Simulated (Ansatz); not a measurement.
Reactions of CH5AlOS, SMILES `C[S][AlH][OH]`.

Isolated molecules relaxed with PBE0-D4/def2-TZVP in Ansatz; ΔE leaves out vibrations. CCSD(T)/CBS adds triple-zeta CCSD(T) − MP2 to the extrapolated MP2 energy (def2 sets, frozen cores). This one scheme is used for every species, atoms too. No spin–orbit coupling; open shells (•) take unrestricted orbitals. Spin–orbit coupling would lower the free atoms: a little for Al, C, O, S. Elements past krypton have def2 core potentials. Bonds to In are less sure, by a few kJ/mol each and by 10 to 20 or more in all where they break to atoms, as the def2 sets lack core-valence functions. One conformer a species, not always the lowest.

Q: Order these by ΔE at CCSD(T)/CBS, lowest first. (Best estimate.)
A. `C[S][AlH][OH]` + HCl → `C[S][AlH][Cl]` + H₂O
B. `C[S][AlH][OH]` → Al• + C• + 5 H• + O• + S•
C. `C[S][AlH][OH]` + H₂S → `[OH][AlH][SH]` + CH₃SH
D. `C[S][AlH][OH]` + H₂ → `C[S][AlH2]` + H₂O
E. `C[S][AlH][OH]` + `N[SiH3]` → `[OH][AlH][NH][SiH3]` + CH₃SH
F. `C[S][AlH][OH]` + `[OH][InH2]` → `C[S][AlH][O][InH2]` + H₂O
G. `C[S][AlH][OH]` + H–F → `C[S][AlH][F]` + H₂O
H. `C[S][AlH][OH]` → `[CH3][Al]([OH])[SH]`

A: H (-68.5 kJ/mol), G (-48.1 kJ/mol), A (-30.3 kJ/mol), F (-19.1 kJ/mol), C (-5.1 kJ/mol), E (+5.8 kJ/mol), D (+117.2 kJ/mol), B (+3161.8 kJ/mol).

Largest T1 diagnostic: 0.018, for Al•.
